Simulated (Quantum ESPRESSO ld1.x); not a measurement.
Values are calculated unless marked as measured or tabulated.
Task: These are the eigenvalues of the occupied orbitals of an atom or ion with whole-number occupations (hartree). Code: ld1.x of Quantum ESPRESSO 7.5. Model: scalar-relativistic Kohn-Sham, LDA (Slater exchange, Perdew-Wang correlation), spin-polarised, spherical densities, point nucleus.

| orbital | eigenvalue |
|---|---|
| 1s up | -237.0682 |
| 1s down | -237.0679 |
| 2s up | -28.6545 |
| 2s down | -28.5769 |
| 2p up | -24.5133 |
| 2p down | -24.4533 |
| 3s up | -4.5226 |
| 3s down | -4.3558 |
| 3p up | -3.3760 |
| 3p down | -3.2132 |
| 3d up | -1.5816 |

Which element is it, and in what charge state? The configuration may be excited. Open shells, if any, are filled with parallel spins first.

Result: Z = 25, manganese, charge +3: Mn3+ in [Ar] 3d4. The list shows which subshells hold electrons but not how many an open one holds; the 1s level, -237.07 hartree, gives Z - s = 21.8 by -(Z - s)^2/2, which with screening and relativity narrows Z to a few neighbours, and the depths of the outer levels then fix element, charge and occupations together.
